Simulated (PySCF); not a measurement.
A structure optimised at ωB97X-D3(BJ)/def2-SVP, used in a PySCF frequency run:

```
Al
O 1 1.7059
H 2 0.9577 1 129.32
O 1 1.7059 2 122.18 3 0.88
H 4 0.9577 1 129.32 2 -0.88
C 1 1.9356 2 118.91 3 -178.63
H 6 1.1016 1 111.72 2 -151.20
H 6 1.1016 7 108.62 1 -123.69
H 6 1.1037 7 107.19 8 -115.50
```

Question: Write its SMILES, formula and point group.

Answer: [CH3][Al]([OH])[OH], CH₅AlO₂, Cs

Question: What are its rotational constants (standard atomic weights)?

Answer: 6.3055, 5.5466, 3.0064 GHz
